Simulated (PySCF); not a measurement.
Compound: BF2H3SSi.
InChI=1S/BF2H3SSi/c2-1(3)5-4/h4H,5H2

Method used: TDDFT CAM-B3LYP/def2-SVPD, vertical, gas phase, core orbitals frozen in the response (PySCF 2.14.0, density-fitted response routines). Isolated species at its PBE0-D3(BJ)/def2-SVP geometry (one conformer only). Torsions of this conformer, `[F:1][B:2]([F:3])[SiH2:4][SH:5]`: F1–B2–Si4–S5 -145°, H–S5–Si4–B2 -42°.

Broadening: Gaussians 0.5 eV wide at half height, area fixed by f = 4.319×10⁻⁹ ∫ε dν̃. The width is an assumption, not a result. The curve ends short of the highest state used, and states not computed would add to its high-energy end.

```
E (eV)  ε (L mol⁻¹ cm⁻¹)
  4.69                 2
  4.75                 4
  4.80                 9
  4.85                17
  4.90                32
  4.95                57
  5.00                96
  5.06               167
  5.11               249
  5.16               350
  5.21               467
  5.26               590
  5.31               705
  5.37               812
  5.42               862
  5.47               870
  5.52               838
  5.57               777
  5.62               702
  5.68               620
  5.73               577
  5.78               568
  5.83               599
  5.88               667
  5.93               770
  5.99               927
  6.04              1077
  6.09              1237
  6.14              1395
  6.19              1539
  6.24              1655
  6.30              1742
  6.35              1765
  6.40              1748
  6.45              1706
  6.50              1658
  6.55              1624
  6.61              1617
  6.66              1639
  6.71              1671
  6.76              1690
  6.81              1675
  6.86              1610
  6.92              1463
  6.97              1294
  7.02              1103
  7.07               911
  7.12               739
  7.17               603
  7.23               506
  7.28               495
  7.33               566
  7.38               740
  7.43              1042
  7.48              1496
  7.54              2257
```

Q: Locate the maxima and give the states behind the curve.

A: 227 nm (5.45 eV), ε about 870, made up of S1 (98%); 195 nm (6.35 eV), ε about 1800, made up of S3 (83%); 183 nm (6.77 eV), ε about 1700, made up of S3 (12%) and S4 (87%) (hardly more than a shoulder) (ε in L mol⁻¹ cm⁻¹; maxima over ε = 5, shares over 10%). At its high-energy end, 7.54 eV, the curve is still rising (ε about 2300, from S7, S8 and S9). The states used: S1 5.44 eV (f 0.016); S2 6.02 eV (f 0.010); S3 6.35 eV (f 0.027); S4 6.82 eV (f 0.028); S5 7.22 eV (f 0.0031); S6 7.70 eV (f 0.0026); S7 7.78 eV (f 0.010); S8 7.84 eV (f 0.047); S9 7.89 eV (f 0.059); S10 8.14 eV (f 0.040).

Q: What would ε be at 6.35 eV, the highest of these maxima, with half the width (0.25 eV)?

A: About 2950 L mol⁻¹ cm⁻¹ against 1770, a factor of about 1.7; a lone state at its own centre would give exactly 2.

Q: Coming from long wavelengths, where does ε first pass 100 L mol⁻¹ cm⁻¹?

A: At about 248 nm (5.01 eV), 0.44 eV below S1.

Q: On this curve, what absorbance would a 10⁻³ mol/L sample give at 193 nm over a 1 cm path?

A: 193 nm is 6.424 eV, where ε is about 1700 L mol⁻¹ cm⁻¹, so A = ε c l ≈ 1.7 (Beer–Lambert, with the gas-phase spectrum and the assumed width).

All these states lie below the vertical ionisation energy of 9.92 eV (ΔSCF).

Time: 37 s; peak memory 0.67 GiB. Hardware: one thread of an Arm Neoverse V1, on a shared host.
